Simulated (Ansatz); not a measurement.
Basis-set extrapolation for C₂H₇BS (PBE0-D4/def2-TZVP geometry, frozen core, Ansatz). Multiplicity 1, RHF reference.

|  | def2-TZVPP | def2-QZVPP |
| --- | --- | --- |
| HF | -502.052701 | -502.069088 |
| MP2 correlation | -0.649303 | -0.693841 |
| CCSD(T) correlation | -0.727986 | not run |

Energies in hartree. Use E(X) = E(∞) + A·exp(−7.88·√X) for Hartree–Fock and E(X) = E(∞) + B·X^(−2.97) for correlation, with X = 3 and 4, and add CCSD(T) minus MP2 of the smaller set to the MP2 limit.

Problem. What is the CCSD(T) energy at the basis-set limit?

Solution. HF limit: -502.069088 + (-0.016387) × 0.13774 = -502.07135. MP2 limit: -0.693841 + (-0.044538) × 0.74074 = -0.72683. Higher-order term: -0.727986 − (-0.649303) = -0.07868. Total: -502.87686 hartree, 2.62 eV below CCSD(T)/def2-TZVPP.
